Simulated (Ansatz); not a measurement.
BrClGa, SMILES `[Cl][Ga][Br]` radical. Charge 0, multiplicity 2.

Z-matrix (Å, degrees):
```
Ga
Cl 1 2.161
Br 1 2.313 2 119.3
```

List the harmonic frequencies (cm⁻¹, unscaled) at PBE0-D4/def2-TZVP in Ansatz. (Best estimate.)

Computed: 97, 278, 401.

Is this a minimum?

Yes, all 3 modes are real.

Give the ideal-gas thermochemistry at 298.15 K and 1 bar (rigid rotor, harmonic oscillator; point group Cs, symmetry number 1).

Zero-point energy 4.6 kJ/mol; H(298) − E = 18.5 kJ/mol; entropy 320.1 J/(mol·K), of which translation 174.0, rotation 115.2, vibration 25.2, electronic 5.8; G(298) − E = -76.9 kJ/mol. Modes under 100 cm⁻¹ are hindered rotations or soft bends, so the harmonic entropy is rough.

And at 400, 500, 600, 800 and 1000 K?


```
T (K)  H − E (kJ/mol)  S (J/mol/K)  G − E (kJ/mol)
  400            24.1        336.4          -110.4
  500            29.8        349.0          -144.7
  600            35.5        359.4          -180.1
  800            47.0        375.9          -253.8
 1000            58.6        388.8          -330.3
```
